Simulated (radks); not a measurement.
The numbers below are computed, except where a source is named.
Charge is removed step by step from the 5p down level of La, starting from [Kr] 4d10 5s2 5p(up 3, down 3) 5d1 6s2. Level of theory: scalar-relativistic Kohn-Sham, PBE, spin-polarised, spherical densities, point nucleus; open shells are filled with parallel spins first (spin-orbit coupling, left out, can overturn this in heavy ions) (a radial shooting solver on a logarithmic mesh with Libxc functionals).

| removed (e) | E - E(0) (eV) | eigenvalue (eV) | E minus straight line (eV) |
|---|---|---|---|
| 0 | 0.000 | -22.160 | 0.000 |
| 0.1 | 2.255 | -22.976 | -0.392 |
| 0.2 | 4.593 | -23.812 | -0.700 |
| 0.3 | 7.016 | -24.666 | -0.925 |
| 0.4 | 9.525 | -25.537 | -1.063 |
| 0.5 | 12.121 | -26.423 | -1.113 |
| 0.6 | 14.807 | -27.323 | -1.074 |
| 0.7 | 17.584 | -28.236 | -0.945 |
| 0.8 | 20.452 | -29.161 | -0.723 |
| 0.9 | 23.414 | -30.098 | -0.409 |
| 1 | 26.469 | -31.044 | 0.000 |

Removing the whole electron costs 26.469 eV by Delta-SCF, against 22.160 eV from minus the eigenvalue at the starting occupation. Slater's transition state (half an electron removed) gives 26.423 eV. Integrating minus the eigenvalue over the occupation (Janak's theorem) gives 26.482 eV. In this scalar-relativistic scheme the density is built from large components alone, so the theorem holds only approximately. The mean slope of the eigenvalue, de/dn, is 8.88 eV per electron.
